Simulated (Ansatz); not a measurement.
One change: `B[Se][GeH3]` becomes `[SiH3][Se][GeH3]`.

Ansatz, PBE0-D4/def2-TZVP geometries, multiplicity 1. 

Scalar relativity is left out up to krypton. Spin–orbit coupling is left out; it splits and shifts lone-pair levels of the heavy atoms by tenths of an eV.

```json
{"property": "HOMO energy (PBE0/def2-TZVPP) / eV", "`B[Se][GeH3]`": "-7.69"}
{"property": "HOMO–LUMO gap (ωB97M-V/def2-TZVPP) / eV", "`B[Se][GeH3]`": "10.16"}
{"property": "LUMO energy (ωB97M-V/def2-TZVPP) / eV", "`B[Se][GeH3]`": "0.38"}
{"property": "HOMO–LUMO gap (PBE/def2-TZVPP) / eV", "`B[Se][GeH3]`": "4.23"}
{"property": "HOMO–LUMO gap (PBE0/def2-TZVPP) / eV", "`B[Se][GeH3]`": "6.16"}
{"property": "HOMO–LUMO gap (B3LYP/def2-TZVPP) / eV", "`B[Se][GeH3]`": "5.74"}
```

(1) Give the same properties after the change, and the shifts. (Estimate.)

Answers

(1) The calculation gave: 
| property | `[SiH3][Se][GeH3]` | shift |
| --- | --- | --- |
| HOMO energy (PBE0/def2-TZVPP) / eV | -6.99 | 0.70 |
| HOMO–LUMO gap (ωB97M-V/def2-TZVPP) / eV | 10.46 | 0.30 |
| LUMO energy (ωB97M-V/def2-TZVPP) / eV | 1.35 | 0.97 |
| HOMO–LUMO gap (PBE/def2-TZVPP) / eV | 4.59 | 0.36 |
| HOMO–LUMO gap (PBE0/def2-TZVPP) / eV | 6.56 | 0.40 |
| HOMO–LUMO gap (B3LYP/def2-TZVPP) / eV | 6.08 | 0.34 |

With PBE0 the HOMO rises by 0.70 eV and the LUMO rises by 1.10 eV, so the gap widens by about 0.40 eV. PBE moves the HOMO by 0.78 eV and ωB97M-V by 0.67 eV.

Positive LUMOs are unbound, so they and the gaps depend on the basis.

B3LYP here is the variant with VWN-RPA as its local correlation; programs differ in this.
